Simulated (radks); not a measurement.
Results of a calculation; reference values are marked as such.
Fractional charge and spin in the 5p shell of thulium: the spin-up occupation runs from 2 to 3 and the spin-down occupation from 2 to 3; the fullest corner is Tm, [Kr] 4d10 4f(up 6.5, down 6.5) 5s2 6s2 5p(up 3, down 3). Level of theory: scalar-relativistic Kohn-Sham, BLYP, spin-polarised, spherical densities, point nucleus (a radial shooting solver on a logarithmic mesh with Libxc functionals). Energy (eV) above the fullest corner. The planes named below are the two flat planes that join the four corners, with an edge along up + down = one added electron.

down \ up       2    2.25     2.5    2.75       3
2          76.569  64.251  52.726  41.978  31.991
2.25       64.251  52.779  42.083  32.145  22.948
2.5        52.726  42.083  32.197  23.049  14.619
2.75       41.978  32.145  23.049  14.669   6.979
3          31.991  22.948  14.619   6.979   0.000

Corners above the fullest one (they belong to Tm+ and the next ion): (up 3, down 2) 31.991 eV, (up 2, down 3) 31.991 eV, (up 2, down 2) 76.569 eV. With half an added electron in each spin the energy lies 0.206 eV from the planes, and with half an added electron in spin up alone -1.554 eV. The planes are only a guide here: the flat-plane condition holds for ground states with one frontier orbital, while this shell lies below other occupied shells, so the corners above the fullest one are inner-hole states and not the ground states of those ions.
